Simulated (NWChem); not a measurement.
C2H6O2Si; SMILES CC(=O)[SiH2]O

```xyz
11

C      0.6090    -2.1055     0.0000
C     -0.1544    -0.8015     0.0000
O     -1.3815    -0.7735     0.0000
Si     0.6721     0.9555     0.0000
O     -0.6534     1.9488     0.0000
H      1.2626    -2.1554    -0.8813
H      1.2626    -2.1554     0.8813
H     -0.0793    -2.9556     0.0000
H      1.5225     1.1268    -1.2086
H      1.5225     1.1268     1.2086
H     -1.4528     1.3862     0.0000
```
Atoms are numbered in this order, from 1.

Program: NWChem. Pople sets run with spherical d functions. Geometry: optimised at B3LYP/6-31G* (spherical d). B3LYP is NWChem's, with the RPA form of VWN correlation. Vzz is the largest principal value of the second derivative of the potential at the nucleus (NWChem prints the opposite sign); η is the asymmetry. Non-relativistic.

```tsv
level	Vzz O3 (a.u.)	η O3	Vzz O5 (a.u.)	η O5
B3LYP/def2-SVP	-1.884	0.48	1.333	0.68
B3LYP/6-31G*	[?]	0.44	1.279	0.71
CAM-B3LYP/6-31G*	-1.888	0.45	1.274	0.71
CAM-B3LYP/def2-SVP	-1.921	0.49	1.329	0.68
```

Q: Some entries are withheld; supply them.

A: 
- B3LYP/6-31G*, Vzz O3 (a.u.): -1.853
